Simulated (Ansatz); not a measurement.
Reaction (ligand exchange at the Al–Br bond): `[F][AlH][Br]` + PH₃ → `[F][AlH][PH2]` + HBr

Calculated with Ansatz (gas phase, PBE0-D4/def2-TZVP geometries, no zero-point term in ΔE). CBS: MP2 limit from def2 TZ/QZ plus the TZ coupled-cluster correction, frozen cores. This one scheme is used for every species. For Br outer-core shells are correlated without core-valence functions, which leaves a few kJ/mol of doubt a bond. Scalar relativity is left out up to krypton. Each species was taken in one conformer, which may not be the lowest.

```tsv
species	HF/def2-TZVPP energy (Eh)
`[F][AlH][Br]`	-2914.55792
PH₃	-342.48370
`[F][AlH][PH2]`	-683.98844
HBr	-2573.00153
```

Work out ΔE.

ΔE = (-683.98844) + (-2573.00153) − (-2914.55792) − (-342.48370) = 0.05165 Eh = +32.4 kcal/mol. CCSD(T)/CBS gives +27.9 kcal/mol.

Largest T1 diagnostic among the species: 0.014.

From PBE to PBE0 (25 % exact exchange), in def2-TZVPP and without D4, ΔE moves by +1.4 kcal/mol. Leaving LDA and LC-ωPBE aside and taking each functional with its dispersion term where it has one, the values, not all of them listed here, spread over 4.8 kcal/mol, from PBE-D4 to BHLYP-D4. In def2-TZVPP, CCSD(T) changes the Hartree–Fock value by −4.8 kcal/mol (the triples alone add −0.7 kcal/mol) and MP2 by −3.8 kcal/mol.
